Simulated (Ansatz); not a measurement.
Isolated molecules relaxed with PBE0-D4/def2-TZVP in Ansatz; ΔE leaves out vibrations. CCSD(T)/CBS adds triple-zeta CCSD(T) − MP2 to the extrapolated MP2 energy (def2 sets, frozen cores). This one scheme is used for every species, atoms too. Functionals use def2-TZVPP. No spin–orbit coupling; open shells (•) take unrestricted orbitals. Spin–orbit coupling would lower the free atoms: a little for C, O, Si. One conformer a species, not always the lowest.

Consider the atomization: `N[Si](O)(O)C=O` → C• + 5 H• + N• + 3 O• + Si•.

```csv
level,ΔE (kJ/mol),difference from CCSD(T)/CBS
LDA (SPW92),5189.6,716.9
revPBE-D4,4427.3,-45.4
r2SCANh-D4,4405.0,-67.7
ωB97X-V,4467.2,-5.5
B2PLYP,4408.7,-64.0
r2SCAN,4447.3,-25.4
PBE0,4405.3,-67.4
CAM-B3LYP,4458.7,-14.0
LC-ωPBE,4436.8,-35.9
HF/def2-SVP,2970.3,-1502.4
MP2/def2-SVP,4203.5,-269.2
CCSD(T)/def2-SVP,4090.7,-382.0
CCSD/def2-TZVPP,4235.6,-237.1
MP2/def2-QZVPP,4545.5,72.8
SCS-MP2/def2-QZVPP,4517.6,44.9
HF/CBS(def2),3028.9,-1443.8
CCSD(T)/CBS,4472.7,0
```

Largest T1 diagnostic among the species: 0.013.

At CCSD(T), def2-SVP lies −382.0 kJ/mol from the extrapolated value and def2-TZVPP −153.1 kJ/mol: correlation converges slowly with the basis, and small sets miss more of it in the bonded molecule than in its fragments. From r2SCAN to r2SCAN0 (25 % exact exchange), in def2-TZVPP and without D4, ΔE moves by −118.9 kJ/mol: exact exchange takes away binding that semilocal exchange gives to molecules. Leaving LDA and LC-ωPBE aside and taking each functional with its dispersion term where it has one, the values, not all of them listed here, spread over 314.6 kJ/mol, from BHLYP-D4 to PBE-D4. LDA lies +648.2 kJ/mol from PBE without D4, its usual overbinding.

For atomizations the MP2-based limit and the directly extrapolated one differ by several kJ/mol either way, and by 10 to 25 for some Ge, Se and Sn compounds, so smaller differences from it don't rank the levels.
